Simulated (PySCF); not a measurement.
SMILES B(CC#N)(O)O, singlet at its PBE0/def2-SVP optimised geometry (Å):

```
10

N      2.0182     1.8323     0.0208
C      1.6869     0.7217     0.0116
C      1.1527    -0.6245     0.0000
B     -0.4477    -0.6245     0.0000
O     -1.0574    -1.8323    -0.0008
O     -1.1854     0.5112     0.0000
H      1.5151    -1.1855     0.8770
H      1.5138    -1.1686    -0.8883
H     -2.0182    -1.7503    -0.0009
H     -0.6587     1.3201     0.0021
```

Method: PBE0/def2-TZVP (PySCF 2.14.0).

Map of the deformation density (molecule minus spherical neutral atoms) (e/bohr³) on the plane z = 0.6 Å:

```
|22222222222222222222222222222|
|22222222222222222222222222222|
|22222222222222222222222222222|
|22222222222222222222222222222|
|22222222222222222222222222222|
|22222222222222222222222222222|
|22222222222222222222222222222|
|22222222222222222222332222222|
|22222222222111222221122222222|
|22222222221111122223212222222|
|22222222222211112224532222222|
|22222222222221111112332222222|
|22222222233321111110111222222|
|22222222234432111122111222222|
|22222222223331111122211222222|
|22222222212210122122211222222|
|22222222111100133355212222222|
|22222221112210123598322222222|
|22222211122331112366222222222|
|22222211122432111222222222222|
|22222211223432111111122222222|
|22222211122332222222222222222|
|22222222222222222222222222222|
|22222222222222222222222222222|
|22222222222222222222222222222|
|22222222222222222222222222222|
|22222222222222222222222222222|
|22222222222222222222222222222|
|22222222222222222222222222222|
```
Scale: ten equal steps from -0.028 (start of '0') to 0.086 (end of '9'), in the order '0123456789'; x runs from -4.50 to 4.50, y from -4.50 (bottom) to 4.50 (top).
